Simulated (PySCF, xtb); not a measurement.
S4, SMILES S=[S][S]=S (connectivity only; charge and spin as stated), neutral, multiplicity 1. The values are those of a single conformer.

Harmonic wavenumbers (cm⁻¹) from GFN2-xTB (xtb) at its own minimum, in rising order: 75, 144, 264, 335, 656, 673.

**Question.** What does ωB97X-D3(BJ)/def2-SVP (PySCF) give at its own minimum? (The exact figures need the calculation; the answer reports its results.)

**Answer.** 157, 233, 360, 423, 691, 726. Paired by order, the mean absolute difference is 74 cm⁻¹ and the zero-point energies are 3.1 and 3.7 kcal/mol.
